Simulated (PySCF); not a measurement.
Si(All)(H)3 (C₃H₈Si), SMILES C(C=C)[SiH3]. Geometry optimised at B3LYP-D3(BJ)/def2-SVP. Other conformers were not sampled.

Computed with B3LYP-D3(BJ)/def2-SVP (PySCF).

Harmonic wavenumbers (cm⁻¹): 83, 149, 224, 408, 521, 591, 594, 773, 845, 928, 931, 945, 953, 957, 1024, 1058, 1182, 1208, 1313, 1412, 1441, 1713, 2212, 2218, 2228, 3027, 3085, 3127, 3135, 3228. Rotational constants (GHz): 15.54, 2.728, 2.613; symmetry number 1.

Problem. Work out the zero-point energy and the ideal-gas rigid-rotor harmonic-oscillator thermochemistry at 298.15 K and 1 atm.

Solution. ZPE = ½ Σ hcν = ½ × 41514 cm⁻¹ = 59.35 kcal/mol. H − E(el) = 63.78 kcal/mol. Entropy in cal/(mol K): translation 38.75, rotation 25.48, vibration 12.20, total 76.42. G − E(el) = 40.99 kcal/mol. Cp = 23.34 cal/(mol K). Modes under 150 cm⁻¹ make the vibrational entropy uncertain.
